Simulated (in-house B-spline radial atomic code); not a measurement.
**BLYP excitations of W⁶⁺**

Method: BLYP. Computed with an all-electron radial atomic-structure program (B-spline basis): linear response of the closed shell [Xe] 4f14 with the functional's adiabatic kernel; scalar-relativistic (spin-free one-electron X2C), finite nucleus, no spin-orbit coupling, no double excitations, S, P, D and F terms only; shells from n = 3 respond. Only terms of natural parity with L up to 3 were computed.

Spin-orbit coupling is strong here, so these LS terms don't match observed levels.

Command:
```bash
python run_td.py task.json out
```
Settings (radii: box in bohr, nucleus in fm):
```
Z                        74
electrons                68
configuration            [Xe] 4f14
hamiltonian              x2c
method                   b88,lyp
box_radius               14.35
rms_radius               5.3658
intervals                69
```

Cost of the run: 2.8 s on 1 thread of Intel(R) Xeon(R) Platinum 8559C (Emerald Rapids), with other jobs on the host.

The lowest states, in the order of their Tamm-Dancoff energies; the method's threshold (minus the highest occupied level) is 108.86 eV. Labels give the largest channel, * marks a mixed state, and oscillator strengths are full-response dipole values. Semilocal kernels can invert the small singlet-triplet splittings of Rydberg terms. Energies in eV:

```json
{"state": "4f → 5d 3P", "full response": "?", "Tamm-Dancoff": "?", "oscillator strength": "-"}
{"state": "4f → 5d 3F", "full response": "37.47", "Tamm-Dancoff": "37.49", "oscillator strength": "-"}
{"state": "4f → 5d 1F", "full response": "38.17", "Tamm-Dancoff": "38.18", "oscillator strength": "-"}
{"state": "4f → 5d 1P", "full response": "39.54", "Tamm-Dancoff": "39.73", "oscillator strength": "0.0622"}
{"state": "5p → 5d 3P", "full response": "?", "Tamm-Dancoff": "?", "oscillator strength": "-"}
{"state": "5p → 5d 3F", "full response": "43.49", "Tamm-Dancoff": "43.56", "oscillator strength": "-"}
{"state": "5p → 5d 1F", "full response": "45.92", "Tamm-Dancoff": "45.96", "oscillator strength": "-"}
{"state": "4f → 6s 3F", "full response": "48.18", "Tamm-Dancoff": "48.18", "oscillator strength": "-"}
{"state": "4f → 6s 1F", "full response": "48.37", "Tamm-Dancoff": "48.37", "oscillator strength": "-"}
{"state": "5p → 6s 3P", "full response": "55.04", "Tamm-Dancoff": "55.05", "oscillator strength": "-"}
```

**Question.** Where does 5p → 5d 3P lie?

**Answer.** At 43.15 eV in full response, 43.21 eV in Tamm-Dancoff.

**Question.** Where does 4f → 5d 3P lie?

**Answer.** At 37.09 eV in full response, 37.12 eV in Tamm-Dancoff.

**Question.** How large is the singlet-triplet splitting of 4f → 5d (F terms) in Tamm-Dancoff?

**Answer.** 0.694 eV, from the unrounded values.

**Question.** What polarisabilities and dispersion coefficient does the method give?

**Answer.** Dipole 2.048 bohr³, quadrupole 2.618 bohr⁵, C6 7.765 hartree·bohr⁶ for two such species.
